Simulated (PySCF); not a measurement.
**ECD: SMILES F[C@H]1C[CH2][Ge@@H]1[F], C3H6F2Ge**

Geometry:
| atom | x (Å) | y (Å) | z (Å) |
| --- | --- | --- | --- |
| F1 | -0.039 | 2.382 | 0.157 |
| C2 | -0.106 | 1.066 | 0.540 |
| C3 | -1.066 | 0.236 | -0.327 |
| C4 | -0.326 | -1.106 | -0.475 |
| Ge5 | 1.401 | -0.217 | 0.063 |
| F6 | 2.117 | -0.951 | 1.510 |
| H7 | -0.365 | 1.062 | 1.603 |
| H8 | -2.059 | 0.137 | 0.107 |
| H9 | -1.160 | 0.729 | -1.295 |
| H10 | -0.623 | -1.822 | 0.291 |
| H11 | -0.440 | -1.573 | -1.449 |
| H12 | 2.668 | 0.056 | -0.751 |

Theory: TDDFT CAM-B3LYP/def2-SVPD circular dichroism and optical rotation, one conformer, gas phase (PySCF 2.14.0). Geometry: GFN2-xTB.

The calculation is non-relativistic, which matters for the atoms heavier than Zn. States above about 9.3 eV (minus the energy of the highest occupied orbital) lie near or above the ionisation threshold and depend on the basis.

Question: Assign R or S to each stereocentre.

Answer: C2 R, Ge5 S.

Question: List the lowest 16 singlet excitations with oscillator and rotatory strengths.

Answer: Rotatory strengths R in 10⁻⁴⁰ esu² cm², velocity form and length form (origin at the centre of mass); f in length form.
| state | E (eV) | λ (nm) | f | R (velocity) | R (length) | main |
| --- | --- | --- | --- | --- | --- | --- |
| 1 | 6.27 | 198 | 0.007 | -28.8 | -29.7 | HOMO→LUMO 0.92 |
| 2 | 7.08 | 175 | 0.020 | +40.5 | +40.2 | HOMO−1→LUMO 0.66, HOMO→LUMO+1 0.23 |
| 3 | 7.13 | 174 | 0.041 | -9.9 | -10.1 | HOMO→LUMO+1 0.58, HOMO−1→LUMO 0.29 |
| 4 | 7.52 | 165 | 0.054 | -40.1 | -39.2 | HOMO−1→LUMO+1 0.53, HOMO→LUMO+3 0.33 |
| 5 | 7.63 | 162 | 0.030 | +23.8 | +23.6 | HOMO→LUMO+3 0.36, HOMO→LUMO+2 0.31 |
| 6 | 7.78 | 159 | 0.002 | -0.4 | -0.7 | HOMO→LUMO+2 0.53, HOMO→LUMO+3 0.19 |
| 7 | 8.18 | 152 | 0.054 | +12.3 | +9.4 | HOMO→LUMO+4 0.47, HOMO−1→LUMO+3 0.15 |
| 8 | 8.31 | 149 | 0.021 | -22.0 | -21.2 | HOMO−2→LUMO 0.78, HOMO→LUMO+4 0.08 |
| 9 | 8.46 | 147 | 0.008 | -21.3 | -19.1 | HOMO−1→LUMO+2 0.41, HOMO−1→LUMO+3 0.27 |
| 10 | 8.52 | 146 | 0.251 | -3.9 | -3.9 | HOMO−1→LUMO+2 0.37, HOMO−1→LUMO+3 0.17 |
| 11 | 8.71 | 142 | 0.172 | +84.9 | +84.5 | HOMO→LUMO+5 0.52, HOMO−1→LUMO+3 0.16 |
| 12 | 8.89 | 139 | 0.0009 | +4.3 | +4.6 | HOMO−2→LUMO+1 0.34, HOMO−1→LUMO+4 0.29 |
| 13 | 9.03 | 137 | 0.117 | -4.6 | -3.9 | HOMO−2→LUMO+1 0.41, HOMO→LUMO+6 0.35 |
| 14 | 9.09 | 136 | 0.005 | -9.4 | -9.2 | HOMO−1→LUMO+4 0.33, HOMO→LUMO+6 0.17 |
| 15 | 9.24 | 134 | 0.0005 | +7.6 | +8.2 | HOMO−3→LUMO 0.85 |
| 16 | 9.38 | 132 | 0.105 | -5.7 | -5.2 | HOMO−1→LUMO+5 0.66 |

Among the states computed, the strongest CD band (largest |R|) is state 11. The largest dissymmetry factor in size, g = 4R/(D+G), with D and G the electric and magnetic dipole strengths, is +0.3 for state 15 (velocity form, f = 0.0004), among bands with |R| over 0.5. The mirror image has the same energies and oscillator strengths and all R with the opposite sign.
